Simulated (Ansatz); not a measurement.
Reaction (formal hydrolysis of a Ga–O bond): `[NH2][GaH][O][SiH3]` + H₂O → `[NH2][GaH][OH]` + `O[SiH3]`

Gas-phase electronic energies from Ansatz, PBE0-D4/def2-TZVP geometries. CCSD(T)/CBS is the MP2 limit (def2-TZVPP, def2-QZVPP) plus CCSD(T) − MP2 in def2-TZVPP, frozen cores. This one scheme is used for every species. Functionals use def2-TZVPP. For Ga outer-core shells are correlated without core-valence functions, which leaves a few kJ/mol of doubt a bond. Scalar relativity is left out up to krypton. Each species was taken in one conformer, which may not be the lowest.

```tsv
level	ΔE (kcal/mol)
r2SCANh-D4	4.9
BLYP	3.0
CCSD/def2-SVP	6.3
HF/CBS(def2)	6.0
```

Task: What does CCSD(T)/CBS give? (Estimate.)

Result: Ansatz gave: +5.6 kcal/mol. The listed levels differ from it by -0.7, -2.6, 0.7, 0.4 kcal/mol.

Largest T1 diagnostic among the species: 0.014.

Leaving LDA and LC-ωPBE aside and taking each functional with its dispersion term where it has one, the values, not all of them listed here, spread over 2.2 kcal/mol, from PBE-D4 to BHLYP-D4. From PBE to PBE0 (25 % exact exchange), in def2-TZVPP and without D4, ΔE moves by +1.0 kcal/mol. The D4 term adds +1.4 kcal/mol with B3LYP and +0.8 kcal/mol with PBE0; it sums over pairs of atoms, weighted by their polarisabilities, and B3LYP, whose exchange is more repulsive, gets the larger term.

B3LYP here is the variant with VWN-RPA as its local correlation; programs differ in this.
